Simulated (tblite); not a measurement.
antimony atom (Sb), quartet; GFN1-xTB (tblite).

tblite was given this input:
```
$ tblite run mol.xyz --method gfn1 --charge 0 --spin 3 --grad --json tblite.json --no-restart

# file mol.xyz
1

Sb     0.00000000     0.00000000     0.00000000
```

The log (banner, timings and long lists left out):

```
xTB calculator
 | screened Coulomb repulsion
 | Coulomb electrostatics
 |  * isotropic Klopman-Ohno-Mataga-Nishimoto electrostatics
 |  * onsite third-order electrostatics
 | DFT-D3(BJ) dispersion correction

halogen bonding energy    0.0000000000000E+00 Eh
repulsion energy          0.0000000000000E+00 Eh
dispersion energy         0.0000000000000E+00 Eh
number of electrons       5.0000000000000E+00 e
integral cutoff           4.0000000000000E+01 bohr

------------------------------------------------------------
  cycle        total energy    energy error   density error
------------------------------------------------------------
      1     -2.348616797071  -2.3486168E+00   0.0000000E+00
      2     -2.348616797071   0.0000000E+00   0.0000000E+00
------------------------------------------------------------

electronic energy        -2.3486167970711E+00 Eh
total energy             -2.3486167970711E+00 Eh

Post processing:
 | Mayer-Wiberg bond orders

[Info] Tight-binding results written to 'tblite.txt'
[Info] JSON dump of results written to 'tblite.json'
```
